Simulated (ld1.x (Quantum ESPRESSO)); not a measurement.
**calcium: excitation energies, all-electron against TM**

ld1.x (Quantum ESPRESSO) 7.5 input, shortened:

```
&input
   title='Ca', zed=20., rel=1, dft='PBE', iswitch=3,
   config='[Ar] 3d0 4s1 4p0'
 /
 &inputp
   pseudotype=2, tm=.true., lloc=2,
   nlcc=.false.
 /
3
3S  1  0   2.00   0.00  1.95  1.95  0.0
3P  2  1   6.00   0.00  1.90  1.90  0.0
3D  3  2   0.00   0.00  2.35  2.35  0.0
 &test
   configts(1)='3s2 3p6 3d0 4s1 4p0'
 /
```

Occupied shells without a wave of their own: 4s. They enter only through the test configuration that unscreens the potential.

Energies are relative to the spin-unpolarised reference configuration 3s2 3p6 3d0 4s1 4p0; without spin polarisation the order of configurations can differ from experiment. The frozen-core shift is the all-electron ΔE with the core orbitals held at their reference shape minus the fully relaxed ΔE.

| valence configuration | charge | ΔE all-electron (eV) | error AE − PS (meV) | frozen-core shift (meV) |
| --- | --- | --- | --- | --- |
| 3s2 3p6 3d0 4s2 4p0 | 0 | -6.309 | +333 | -0.1 |
| 3s2 3p6 3d1 4s1 4p0 | 0 | -4.027 | +74 | +1.5 |
| 3s2 3p6 3d0.5 4s1.5 4p0 | 0 | -5.256 | +178 | +0.7 |
| 3s1 3p6 3d0 4s2 4p0 | +1 | 47.920 | +1349 | +4.3 |
| 3s2 3p6 3d1 4s0 4p0 | +1 | 1.379 | -287 | +2.4 |

Question: What are ΔE and the potential's error for 3s2 3p6 3d0 4s0 4p0?

Answer: ΔE = 11.821 eV all-electron; the error (AE − PS) is -825 meV.

Question: What are ΔE and the potential's error for 3s2 3p6 3d0 4s1.5 4p0?

Answer: ΔE = -3.806 eV all-electron; the error (AE − PS) is +202 meV.

The 4s level has no wave, so the channel is fitted at the deeper level alone: the likely source of the large errors. A variational frozen-core shift is positive and of second order in the change. This column holds negative values, so the frozen-core run of ld1.x carries numerical noise or an error of first order here, and the column gives no more than the rough size of the effect.

The potential misses its own reference levels by up to 0.5 eV.
